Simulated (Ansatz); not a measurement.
**Cost against result**

Saddle point of CH7BrSi, singlet (CH₅BrSi ([CH3][SiH2][Br]) + H₂ → CH₆Si ([CH3][SiH3]) + HBr; bonds formed: Si1–H7, Br2–H6; bonds broken: Si1–Br2, H6–H7), PBE0-D4/def2-TZVP structure:

Si1  (-0.607, 0.132, -0.342)
Br2  (1.290, -1.421, -1.527)
H3  (-1.554, -0.785, -0.998)
H4  (-1.352, 1.425, -0.188)
C5  (0.204, -0.190, 1.289)
H6  (0.664, 0.415, -1.606)
H7  (0.223, 1.155, -1.465)
H8  (-0.429, 0.198, 2.091)
H9  (0.394, -1.255, 1.420)
H10  (1.166, 0.326, 1.326)
(Å)

Barriers are electronic and count from the start structure reached by relaxing down the imaginary mode.

Ansatz 0.2.0; basis: as named in each row; cores frozen in the correlated methods. Filled d shells of the heavier atoms are correlated. The def2 sets are not built for correlating such inner shells, so the correlated values are less sure here. B3LYP uses VWN-RPA correlation. Extrapolation: Hartree–Fock as exp(−7.88 √X), correlation as X^−2.97.

Times are rough, for one single point on 4 threads of a shared host (Arm Neoverse V2).

The estimate by CCSD(T) at an estimated basis limit (MP2 extrapolated from triple and quadruple zeta, plus CCSD(T) − MP2 in triple zeta) is 52.74 kcal/mol.

```tsv
method	basis	time (s)	barrier (kcal/mol)	method less estimate
HF	STO-3G	under 1	118.75	66.01
PBE-D4	STO-3G	under 1	87.73	34.99
SPW92	def2-SVP	under 1	38.74	-14.00
PBE-D4	def2-SVP	under 1	45.14	-7.60
B3LYP-D4	6-31G	under 1	57.11	4.37
PBE0-D4	def2-SVP	under 1	48.46	-4.28
SPW92	def2-TZVPP	under 1	37.81	-14.93
PBE-D4	def2-TZVPP	1	44.72	-8.02
BLYP-D4	def2-TZVPP	1	48.03	-4.71
PBE0-D4	def2-TZVPP	2	47.86	-4.88
B3LYP-D4	def2-TZVPP	2	50.25	-2.49
BHLYP-D4	def2-TZVPP	2	53.74	1.00
CAM-B3LYP-D4	def2-TZVPP	2	51.78	-0.96
r2SCAN-D4	def2-TZVPP	3	47.78	-4.96
CCSD(T)	def2-SVP	3	57.24	4.50
RPA on PBE	def2-TZVPP	3	54.48	1.74
r2SCAN0-D4	def2-TZVPP	3	49.68	-3.06
wB97M-V	def2-SVP	4	51.51	-1.23
B2PLYP	def2-TZVPP	4	52.42	-0.32
PBE-QIDH	def2-TZVPP	4	51.41	-1.33
wB97X-V	def2-TZVPP	6	52.75	0.01
B97M-V	def2-TZVPP	6	50.56	-2.18
wB97M-V	def2-TZVPP	6	51.65	-1.09
MP2	def2-QZVPP	14	53.27	0.53
CCSD(T)	def2-TZVPP	69	53.81	1.07
```

All methods are single points on the PBE0-D4 structures.

No T1 diagnostic of these runs exceeds 0.010.

Labels in which every atom is bracketed show which atoms are joined, not bond orders.
